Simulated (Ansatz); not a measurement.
`[F][Sn]([Br])([Br])[Br]` + H₂ → `[F][SnH]([Br])[Br]` + HBr at 600 K and 1 bar (hydrogenolysis of the Sn–Br bond).

Isolated molecules relaxed with PBE0-D4/def2-TZVP in Ansatz; ΔE leaves out vibrations. CCSD(T)/CBS is the MP2 limit (def2-TZVPP, def2-QZVPP) plus CCSD(T) − MP2 in def2-TZVPP, frozen cores. This one scheme is used for every species. Elements past krypton have def2 core potentials. For Br, Sn outer-core shells are correlated without core-valence functions, which leaves a few kJ/mol of doubt a bond. Scalar relativity is left out up to krypton.

```csv
species,CCSD(T)/CBS energy (Eh),H − E (kJ/mol),S (J/(mol·K))
`[F][Sn]([Br])([Br])[Br]`,-8033.95352,66.5,475.5
H₂,-1.17544,43.9,150.8
`[F][SnH]([Br])[Br]`,-5461.18012,74.8,430.9
HBr,-2573.91920,33.5,219.1
```

H − E and S are ideal-gas, rigid-rotor, harmonic terms from PBE0-D4/def2-TZVP. For small species the MP2-based limit differs from directly extrapolated CCSD(T) by up to some mEh (0.8 for H₂); such offsets cancel only in part. 1 Eh = 2625.50 kJ/mol, R = 8.31446 J/(mol·K).

Q: By hand: ΔE, ΔH, ΔS and ΔG.

A: ΔE = (-5461.18012) + (-2573.91920) − (-8033.95352) − (-1.17544) = 0.02964 Eh = 77.8 kJ/mol. Δ(H − E) = 74.8 + 33.5 − 66.5 − 43.9 = -2.1, so ΔH = 75.7 kJ/mol. ΔS = 430.9 + 219.1 − 475.5 − 150.8 = 23.7 J/(mol·K). ΔG = 75.7 − 600 × (23.7)/1000 = 61.5 kJ/mol.

Q: By hand: the equilibrium constant, and the temperature at which ΔG would vanish if ΔH and ΔS stayed fixed.

A: log₁₀ K = −ΔG/(RT ln 10) = -5.4. ΔG = 0 at ΔH/ΔS = 3194 K, far beyond where these terms or the molecules hold.

ΔH outweighs TΔS. A doubt of 5 kJ/mol in ΔE shifts log₁₀ K by 0.4 here. These are equilibria of isolated gas molecules and say nothing of rates. Largest T1 diagnostic: 0.011 (customary marks: 0.02 for closed shells, 0.045 for open ones).
